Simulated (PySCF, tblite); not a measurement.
Isomers of C3H7NOSi. All values are computed: GFN2-xTB (tblite) harmonic vibrations without scaling, gas phase. Errors from tens to a few hundred cm⁻¹ against measured bands are possible. Modes of hydrogen on silicon can be 10 to 20 % off. One conformer each.

Electronic energies: PBE0/pcSseg-1 single points on the GFN2-xTB geometries (PySCF, gas phase).

| SMILES | electronic energy, lowest = 0 (kcal/mol) |
| --- | --- |
| O=CN[C@@H]1C[SiH2]1 | 23.1 |
| C=C[SiH2]C(N)=O | 6.0 |
| C=C(C=O)[SiH2]N | 3.2 |
| O=CN[SiH]1CC1 | 0.0 |

Question: How do GFN2-xTB zero-point energies change the relative energies?

Answer: 
```csv
SMILES,ZPE (kcal/mol),of it from modes above 1550 cm⁻¹,electronic (kcal/mol),"with ZPE, lowest = 0 (kcal/mol)",lowest mode (cm⁻¹),rings
O=CN[SiH]1CC1,60.5,32.5,0.0,0.0,59,1
C=C(C=O)[SiH2]N,57.4,34.0,3.2,0.2,54,0
C=C[SiH2]C(N)=O,57.5,34.3,6.0,3.1,22,0
O=CN[C@@H]1C[SiH2]1,59.1,31.1,23.1,21.6,35,1
```

The zero-point energies span 3.1 kcal/mol, from `C=C(C=O)[SiH2]N` to `O=CN[SiH]1CC1`. The order is unchanged.

Question: And how do the electronic energies of GFN2-xTB itself compare?

Answer: `O=CN[SiH]1CC1` 0.0; `C=C(C=O)[SiH2]N` 2.9; `C=C[SiH2]C(N)=O` 12.4; `O=CN[C@@H]1C[SiH2]1` 8.8 kcal/mol, lowest = 0. Against the energies above, taken from the same isomer `O=CN[SiH]1CC1`, the largest difference is 14.3 kcal/mol.

Question: What do entropy and thermal enthalpy add at 298.15 K and 1 bar (rigid rotor, harmonic oscillator, one conformer each)?

Answer: 
| SMILES | point group | symmetry number | S (cal/(mol K)) | H − H(0) (kcal/mol) | ZPE + H − H(0) − TS (kcal/mol) |
| --- | --- | --- | --- | --- | --- |
| O=CN[SiH]1CC1 | C1 | 1 | 85.3 | 5.33 | 40.4 |
| C=C(C=O)[SiH2]N | C1 | 1 | 89.2 | 5.91 | 36.8 |
| O=CN[C@@H]1C[SiH2]1 | C1 | 1 | 84.0 | 5.15 | 39.1 |

Not tabulated: `C=C[SiH2]C(N)=O` (lowest mode only 22 cm⁻¹).
